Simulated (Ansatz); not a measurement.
In(NH3)2H3 (InN2H9). Charge 0, multiplicity 1. Geometry r2SCAN-D4/def2-SVP, basis def2-TZVP, Ansatz.

| run | HOMO (eV) | LUMO (eV) |
| --- | --- | --- |
| A | -6.94 | 0.45 |
| B | -9.15 | 1.64 |
| C | -6.34 | -0.34 |
| D | -5.57 | -0.72 |
| E | -5.48 | -0.73 |
| F | -5.64 | -0.82 |

In the def2 sets In takes a core potential; there is no spin–orbit coupling. HSE06 is defined as in plane-wave codes, on full-range PBE exchange.

Task: The runs used BLYP, HSE06, LDA (SPW92), PBE, r2SCAN0, ωB97X-V. Estimate which is which.

Result: A r2SCAN0 (25 % exact exchange); B ωB97X-V (range-separated); C HSE06 (range-separated); D PBE (0 % exact exchange); E BLYP (0 % exact exchange); F LDA (SPW92) (0 % exact exchange). Exact exchange lowers occupied and raises empty levels; among semilocal functionals meta-GGAs tend to open the gap a little, and such runs are hard to tell apart. The gap grows from 4.75 eV (BLYP) to 10.78 eV (ωB97X-V).
